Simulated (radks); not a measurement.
Valence configurations of Zn I (all share [Ar]). Calculated with a radial shooting solver on a logarithmic mesh with Libxc functionals: Dirac Kohn-Sham, PBE, spin-unpolarised, spherical densities, point nucleus; open shells fill j = l - 1/2 first. Energies are relative to 3d10 4s2; eigenvalues in eV.

| valence | E (eV) | e(3d3/2) | e(3d5/2) | e(4p1/2) | e(4p3/2) | e(4s1/2) |
|---|---|---|---|---|---|---|
| 3d10 4s2 | 0.000 | -10.354 | -9.998 | - | - | -5.978 |
| 3d9 4s2 4p1 | 12.018 | -18.350 | -17.964 | -2.635 | - | -8.613 |
| 3d9.5 4s2 4p0.5 | 5.196 | -14.302 | -13.931 | -1.944 | - | -7.368 |
| 3d10 4s1 4p1 | 5.035 | -12.501 | -12.143 | -2.124 | - | -7.361 |
| 3d10 4s1.5 4p0.5 | 2.464 | -11.497 | -11.140 | -1.689 | - | -6.729 |
| 3d10 4p2 | 10.435 | -14.277 | -13.917 | -2.875 | - | - |
| 3d8 4s2 4p2 | 30.898 | -26.885 | -26.468 | -3.920 | - | -10.891 |
| 3d9 4s1.5 4p1.5 | 15.044 | -19.243 | -18.856 | -3.012 | - | -9.137 |
| 3d8 4s1.5 4p2.5 | 34.491 | -27.710 | -27.293 | -4.261 | -4.099 | -11.347 |

NIST lists [Ar] 3d10 4s2 as the ground configuration; this level of theory agrees among the configurations tried. The energies are those of spherical spin-averaged densities, not of single terms.
